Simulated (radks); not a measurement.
Results of a calculation; reference values are marked as such.
Mean orbital radii <r> (bohr) of neutral caesium, [Xe] 6s1, at several levels of relativity; Dirac values are averaged over j with weights 2j + 1. Spin-unpolarised spherical Kohn-Sham, BLYP, point nucleus unless stated (finite: rms radius 4.8041 fm), a radial shooting solver on a logarithmic mesh with Libxc functionals. A level marked "c x" has the speed of light scaled by that factor.

shell       non-rel.    Dirac  Dirac, c x 0.75  Dirac, c x 0.85  change of magnitude, last against first (%)
2p            0.1010  0.09795          0.09551          0.09675                                        -4.17
3s            0.3133   0.2988           0.2866           0.2928                                        -6.52
3p            0.3034   0.2966           0.2911           0.2939                                        -3.13
3d            0.2740   0.2736           0.2735           0.2735                                        -0.16
4s            0.7247   0.6947           0.6696           0.6825                                        -5.81
4p            0.7522   0.7391           0.7285           0.7339                                        -2.44
4d            0.8318   0.8374           0.8427           0.8399                                        +0.97
5s             1.813    1.740            1.677            1.709                                        -5.73
5p             2.110    2.093            2.080            2.086                                        -1.15
6s             5.817    5.617            5.436            5.531                                        -4.93
6p (empty)     8.299    8.396            8.495            8.442                                        +1.72
5d (empty)     5.514        -                -                -                                            -
